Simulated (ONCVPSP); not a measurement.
O (Z = 8): one change to an ONCV potential, before and after

- Element: O
- Generator: ONCVPSP 4.0.1
- Type: optimised norm-conserving Vanderbilt (ONCV)
- Functional: PBE
- Relativity: non-relativistic
- Frozen core: [He]
- Valence charge: 6
- Reference configuration: 2s2 2p4
- Partial waves: 2s: rc 0.60 bohr, ncon 4, nbas 8, qcut 11.1 1/bohr, 1 projector; 2p: rc 1.80 bohr, ncon 5, nbas 9, qcut 8.3 1/bohr, 2 projectors, debl 3.7 Ha; d scattering state at 0.41 Ha: rc 1.90 bohr, ncon 4, nbas 7, qcut 5.1 1/bohr, 2 projectors, debl 1.2 Ha
- Local potential: polynomial inside 0.55 bohr (lpopt 5, dvloc0 1 Ha)
- Core correction: Teter function, fcfact 3.5, rcfact 1.2

Change: local potential polynomial inside 0.40 bohr (lpopt 2, dvloc0 3 Ha).

Cutoffs: the cutoffs (Ha) at which the residual kinetic energy of the hardest occupied pseudo-wave falls to 1 and 0.1 mHa per electron; they do not see the model core or the augmentation charge, which bear on the density cutoff. Errors are all-electron minus pseudo energies relative to the spin-unpolarised reference configuration.

Problem. What does the change do?

Solution. The potential gets neither clearly harder nor softer (222 Ha and 471 Ha → 222 Ha and 471 Ha); the lowest positive-energy flag moves from d at 57.8 eV to d at 20.2 eV; the errors of the 4 common tests hardly move; the range in which the d phases agree narrows (upper end 2.1 → 0.7); neither file shows a bound ghost.

| quantity | base | changed |
| --- | --- | --- |
| cutoff, loose | 222 Ha | 222 Ha |
| cutoff, tight | 471 Ha | 471 Ha |
| bound ghosts | none | none |
| GHOST(+) flags under 300 eV | d at 57.8 eV | d at 20.2 eV |
| error for 2s2 2p3, meV [ΔE 16.44 eV] | +45 | +45 |
| error for 2s2 2p2, meV [ΔE 50.03 eV] | +346 | +348 |
| error for 2s2 2p1, meV [ΔE 103.90 eV] | +1314 | +1314 |
| error for 2s0 2p6, meV [ΔE 29.83 eV] | +19 | +19 |
| s: phases at 0.61 bohr within 0.05 rad from the reference energy up to (Ha; the scan ends near 5) | 3.4 | 3.4 |
| p: phases at 1.82 bohr within 0.05 rad from the reference energy up to (Ha; the scan ends near 5) | to the end of the scan | to the end of the scan |
| d: phases at 1.92 bohr within 0.05 rad from the reference energy up to (Ha; the scan ends near 5) | 2.1 | 0.7 |
| rms error of d²Exc/dni dnj with the model core, mHa | 1.81 | 1.81 |
